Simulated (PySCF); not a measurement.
phosphorus nitride cation (NP), SMILES N#P (connectivity only; charge and spin as stated), charge +1, multiplicity 2.

Coordinates come from a B3LYP-D3(BJ)/def2-TZVPD optimisation. The spin state was assumed, not searched.

Two levels are set side by side: PBE/def2-TZVPD (PySCF) and M06-2X/def2-TZVPD (PySCF). Same geometry, gas phase. Differences are taken from unrounded values.

```csv
quantity,M06-2X
α-spin orbital gap (eV),10.51
β-spin orbital gap (eV),6.43
mean polarisability (bohr³),28.3
```

### Question
What does PBE give, and how far is it from M06-2X? (The exact figures need the calculation; the answer reports its results.)

### Answer

```json
[
 {"quantity": "α-spin orbital gap (eV)", "PBE": "5.50", "PBE minus M06-2X": "-5.01"},
 {"quantity": "β-spin orbital gap (eV)", "PBE": "1.06", "PBE minus M06-2X": "-5.37"},
 {"quantity": "mean polarisability (bohr³)", "PBE": "24.4", "PBE minus M06-2X": "-3.9"}
]
```

Rough cost on one machine, each run with all the roots and properties that it gave: M06-2X against PBE about 3 times.
